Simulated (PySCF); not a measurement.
Polarisability and C₆ of Os (osmium, neutral)

[Xe] 4f14 5d6 6s2, high-spin 5D determinant. Calculation: PySCF 2.14, in x2c-TZVPPall with one added diffuse shell each of s, p, d, f type (12s8p8d4f1g, 113 functions); the spin-free X2C one-electron Hamiltonian (Gaussian nucleus). Coupled (time-dependent) response in atomic units; α is the mean over directions.

```csv
method,mean α (bohr³),"α xx, yy, zz",C₆ (like pair),S(−4)
UHF,76.17,"77.52, 77.52, 73.46",866.7,3917
```

S(−4) is the Cauchy moment in α(ω) = α(0) + S(−4) ω² + …

Reference α: 57 ± 3 bohr³ (recommended; Schwerdtfeger and Nagle, table of static dipole polarizabilities (2023 update)). Published C₆: 584.0 (Gould and Bucko (2016)).

Spin-orbit coupling is absent.

Hartree-Fock lies above the reference because it lacks correlation, which contracts the outer shell.

α(iu) at UHF:

| u (hartree) | α(iu) (bohr³) |
| --- | --- |
| 0 | 76.17 |
| 0.0500 | 68.45 |
| 0.100 | 55.74 |
| 0.200 | 36.28 |
| 0.300 | 25.05 |
| 0.500 | 14.49 |
| 0.750 | 9.091 |
| 1.00 | 6.444 |
| 1.50 | 3.861 |
| 2.00 | 2.612 |
| 3.00 | 1.436 |
| 5.00 | 0.6256 |

A single London oscillator, α(iu) = α/(1 + u²/ω²), gives C₆ = (3/4) ω α². Matching the computed C₆ needs ω = 4 × 866.7 / (3 × 76.17²) = 0.199 hartree.

The components differ because the open shell of this determinant is not spherical; for a pure term their mean is the scalar polarisability.

Spin-orbit coupling, absent here, splits the open shell strongly.
